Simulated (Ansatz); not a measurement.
Input file for Ansatz (a program for electronic structure): FCI/def2-TZVPP on KH, a point of a bond scan (R = 2.265 Å).

Ansatz 0.2 input:
```yaml
crystal:
  periodic: [false, false, false]
  atoms:
    - {symbol: K, position_ang: [-0.00000000, -0.00000000, -0.11326949]}
    - {symbol: H, position_ang: [0.00000000, 0.00000000, 2.15212031]}
basis:
  gaussian:
    orbitals: def2-TZVPP
magnetization: {spin_polarized: false}
correlation: {method: fci, electrons: outside_noble_gas}
```

The log:

```
WARN ansatz: RAYON_NUM_THREADS=2 ignored (pool sized by the plan → 2); use --threads N
Functional definition: HF
integrals: 0.02 GiB planned
671 factors; integrals over basis functions are off by at most 2.3e-7 eV
mean field: 0.09 GiB planned
mean field evaluation 1: about -16317.7829 eV, gradient 9.7e0 eV
mean field evaluation 2: about -16317.7838 eV, gradient 9.7e0 eV
mean field evaluation 4: about -16318.2104 eV, gradient 4.7e-1 eV
mean field evaluation 8: about -16318.2114 eV, gradient 4.2e-4 eV
mean field -16318.21136812 eV, -599.6832068973 hartree, gradient 2.4e-6 eV, S^2 0.000000; 0 other end points of the search recorded, 0 dependent functions left out
9 core orbitals not correlated
reference -16318.21136812 eV, -599.6832068973 hartree; 1, 1 occupied and 37, 37 virtual orbitals, 671 factors
configuration interaction: 0.07 GiB planned
state -16319.13228386 eV, -599.7170499268 hartree
Total energy: -16319.13228386 eV, -599.7170499268 hartree
```

Self-consistency was reached.

Cost: very roughly 1.2 core-seconds.
